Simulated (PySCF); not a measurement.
## Trend along the alkaline earths: MCd molecules

PBE0 with double-zeta basis sets in PySCF, for the lowest determinant that a PBE0 search found; no spin–orbit coupling. De refers to high-spin ground-configuration atoms. A positive dipole means M(−)Cd(+).

| M | basis | state (unpaired electrons) | Re (Å) | ωe (cm⁻¹) | De (eV) | μ (D) |
| --- | --- | --- | --- | --- | --- | --- |
| Be | cc-pVDZ/cc-pVDZ-PP | singlet (closed shell) | 3.014 | 129 | 0.12 | 0.30 |
| Mg | def2-SVP | singlet (closed shell) | 3.578 | 61.1 | 0.08 | 0.00 |
| Ca | def2-SVP | singlet (closed shell) | 3.837 | 53.6 | 0.11 | -0.02 |
| Sr | def2-SVP | singlet (closed shell) | 4.024 | 38.0 | 0.09 | -0.09 |

The shortest bond is that of BeCd (3.014 Å), the longest that of SrCd (4.024 Å).

The rows differ in basis set, which adds steps of its own.

Down a group the atoms grow and get heavier, so bonds lengthen and wavenumbers fall; this series shows no clear exception.

Closed-shell solutions of metal pairs were not tested for spin polarisation, which can lower them a little. Weak bonds: BeCd, CaCd, MgCd, SrCd. Basis-set superposition, not corrected here, can be much of De in a small basis, most of all at correlated wavefunction levels. Functionals without a dispersion term scatter widely for such bonds, and LDA overbinds them.
